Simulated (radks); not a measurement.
The numbers below are computed, except where a source is named.
W IV, configuration [Xe] 4f14 5d2 7p1 (not the ground configuration).

Code: a radial shooting solver on a logarithmic mesh with Libxc functionals. Model: scalar-relativistic Kohn-Sham, r2SCAN, spin-unpolarised, spherical densities, finite nucleus; meta-GGA in the generalised Kohn-Sham scheme; Fermi nuclear charge, rms radius 5.3658 fm.

Energy parts (eV):
total: -439165.91
kinetic: 483766.14
electron-nucleus: -1083080.74
Hartree: 168912.25
exchange-correlation: -8763.57

Orbitals (lengths in bohr, moments of r in powers of bohr; <r^-3> diverges for s and p1/2):
orbital  occ.  eigenvalue (eV)  <r^-3>      <r>   <1/r>      <r^2>
1s          2        -69601.03       -  0.01835   87.05  0.0004632
2s          2        -12070.77       -  0.07756   20.37   0.007119
2p          6        -10559.40   19760  0.06944   18.45   0.005893
3s          2        -2819.222       -   0.2008   7.555    0.04613
3p          6        -2369.502    4419   0.2012   6.969    0.04692
3d         10        -1851.175   565.6   0.1824   6.575    0.03899
4s          2        -617.5028       -   0.4496   3.199     0.2281
4p          6        -469.3457    1020   0.4778   2.909     0.2596
4d         10        -280.5299   112.1   0.5114   2.588     0.3029
4f         14         -71.6171   19.12   0.6043   2.089     0.4565
5s          2        -118.4970       -    1.062   1.256      1.264
5p          6         -81.3724   152.4    1.222   1.071      1.683
5d          2         -37.9019   10.03    1.660  0.7726      3.163
7p          1         -12.3895   8.543    5.746  0.2271      36.65

The highest occupied level is 7p at -12.389 eV. The density falls to 0.001 e/bohr^3 at r = 3.19 bohr.
